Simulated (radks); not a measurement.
Q: Valence configurations of Tm III (all share [Xe]). Method: Dirac Kohn-Sham, PBE, spin-unpolarised, spherical densities, point nucleus; open shells fill j = l - 1/2 first; computed with a radial shooting solver on a logarithmic mesh with Libxc functionals. Order these by energy: 4f11 5d2; 4f13; 4f10 5d1 6p2; 4f12.5 5d0.5; 4f12.5 6p0.5; 4f12.5 6s0.5; 4f12 6s1; 4f12 6p1; 4f11 6p2; 4f11 6s2.

A: From the lowest, in eV above it: 4f13 0.000; 4f12.5 6s0.5 1.714; 4f12.5 5d0.5 2.195; 4f12.5 6p0.5 3.872; 4f12 6s1 5.169; 4f12 6p1 9.728; 4f11 5d2 16.136; 4f11 6s2 18.038; 4f11 6p2 28.204; 4f10 5d1 6p2 47.191. NIST lists [Xe] 4f13 as the ground configuration; this level of theory agrees among the configurations tried. The energies are those of spherical spin-averaged densities, not of single terms.
